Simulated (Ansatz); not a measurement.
`FCO[SiH2][SeH]` at its PBE0-D4/def2-TZVP geometry, where that method's forces vanish. The species carries charge 0 and has multiplicity 1.

```csv
atom,x (Å),y (Å),z (Å)
F1,1.840,1.052,-0.768
C2,1.190,-0.136,-1.014
O3,0.703,-0.666,0.156
Si4,-0.418,0.045,1.141
Se5,-2.234,0.796,-0.002
H6,1.919,-0.834,-1.431
H7,0.384,0.082,-1.724
H8,-0.784,-1.021,2.095
H9,0.120,1.246,1.816
H10,-2.720,-0.565,-0.268
```

Q: For each bond, give half the difference of the two atoms' forces along it (eV/Å; positive pushes the atoms apart) under PBE-D4, r2SCAN-D4, B3LYP-D4, ωB97M-V in def2-TZVPP. (Best estimate.)

A: Computed: 
```json
{"bond": "F1–C2", "length (Å)": "1.376", "PBE-D4": "0.54", "r2SCAN-D4": "0.32", "B3LYP-D4": "0.41", "ωB97M-V": "0.23"}
{"bond": "C2–O3", "length (Å)": "1.374", "PBE-D4": "0.22", "r2SCAN-D4": "0.22", "B3LYP-D4": "0.20", "ωB97M-V": "0.22"}
{"bond": "C2–H6", "length (Å)": "1.092", "PBE-D4": "0.04", "r2SCAN-D4": "-0.11", "B3LYP-D4": "-0.20", "ωB97M-V": "-0.18"}
{"bond": "C2–H7", "length (Å)": "1.096", "PBE-D4": "0.03", "r2SCAN-D4": "-0.11", "B3LYP-D4": "-0.16", "ωB97M-V": "-0.17"}
{"bond": "O3–Si4", "length (Å)": "1.653", "PBE-D4": "0.26", "r2SCAN-D4": "-0.02", "B3LYP-D4": "0.04", "ωB97M-V": "0.04"}
{"bond": "Si4–Se5", "length (Å)": "2.273", "PBE-D4": "0.07", "r2SCAN-D4": "0.03", "B3LYP-D4": "0.20", "ωB97M-V": "0.01"}
{"bond": "Si4–H8", "length (Å)": "1.477", "PBE-D4": "0.03", "r2SCAN-D4": "-0.03", "B3LYP-D4": "-0.16", "ωB97M-V": "-0.15"}
{"bond": "Si4–H9", "length (Å)": "1.480", "PBE-D4": "0.04", "r2SCAN-D4": "-0.03", "B3LYP-D4": "-0.13", "ωB97M-V": "-0.15"}
{"bond": "Se5–H10", "length (Å)": "1.469", "PBE-D4": "0.26", "r2SCAN-D4": "-0.01", "B3LYP-D4": "0.04", "ωB97M-V": "-0.10"}
```

B3LYP here is the variant with VWN-RPA as its local correlation; programs differ in this.
